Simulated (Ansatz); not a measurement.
A nudged elastic band was laid between two geometries of C₄H₅B (10 atoms, charge 0, multiplicity 1).

Theory: RHF/def2-mTZVP in Ansatz 0.2.0.

```
movable images  : 5
climbing image  : yes
spring          : 5.0 eV/Å²
optimiser       : quadratic models (default)
start path      : through a guess of the saddle point
force threshold : 0.03 eV/Å
iteration limit : 60
end points      : relaxed
```

First end point:

```xyz
10
Properties=species:S:1:pos:R:3
B -1.226 -1.886 0.466
C 0.015 -1.061 0.879
C 0.340 0.045 0.250
C 0.635 1.101 -0.363
C 0.939 2.195 -0.997
H -1.904 -1.521 -0.435
H -1.503 -2.883 1.046
H 0.651 -1.368 1.693
H 0.340 2.549 -1.815
H 1.797 2.779 -0.722
```

Last end point:

```xyz
10
Properties=species:S:1:pos:R:3
B -1.225 -1.885 0.464
C 0.016 -1.062 0.881
C 0.340 0.046 0.255
C 0.633 1.102 -0.359
C 0.937 2.194 -0.996
H -1.500 -2.888 1.037
H -1.905 -1.513 -0.433
H 0.653 -1.371 1.693
H 0.335 2.550 -1.811
H 1.801 2.774 -0.728
```

Task: What changes between the two ends?

Result: No bond is made or broken. The dihedral H7–B1–C2–C3 goes from 180 to 0°. The two ends are copies of one structure, up to a mirror image or an exchange of like atoms.

Task: Give the energies along the band, and the barrier.

Result: The forces met the threshold. The highest image is number 3 of 0 to 6, 0.33 eV above the ends, which have the same energy within 2 meV. A vibrational analysis at the climbing image gives one clearly imaginary mode, 345i cm⁻¹: a first-order saddle point.

```tsv
image	path coordinate (Å)	energy (eV)	dihedral H7–B1–C2–C3 (°)
0	0.00	0.00	180
1	0.71	0.06	-151
2	1.43	0.22	-121
3	2.14	0.33	-91
4	2.86	0.22	-59
5	3.57	0.06	-28
6	4.28	0.00	0
```

Task: What is the geometry of the highest image?

Result: 
```xyz
10
Properties=species:S:1:pos:R:3:forces:R:3
B -1.251 -1.905 0.481 0.00 0.00 0.00
C 0.083 -1.120 0.726 0.00 0.00 0.00
C 0.374 0.025 0.182 0.00 0.00 0.00
C 0.628 1.133 -0.360 0.00 0.00 0.00
C 0.904 2.276 -0.913 0.00 0.00 0.00
H -1.326 -2.704 -0.392 0.00 0.00 0.00
H -2.188 -1.734 1.187 0.00 0.00 0.00
H 0.814 -1.558 1.393 0.00 0.00 0.00
H 0.213 2.754 -1.583 0.00 0.00 0.00
H 1.832 2.781 -0.717 0.00 0.00 0.00
```

Task: What are the harmonic wavenumbers there?

Result: 345i, 135, 216, 314, 461, 513, 612, 831, 848, 1001, 1018, 1049, 1118, 1136, 1325, 1377, 1577, 1816, 2351, 2691, 2759, 3231, 3287, 3362 cm⁻¹.

Time of the run: 2.2 min on 2 threads of Arm Neoverse V2, on a shared host, peak memory 0.18 GiB.
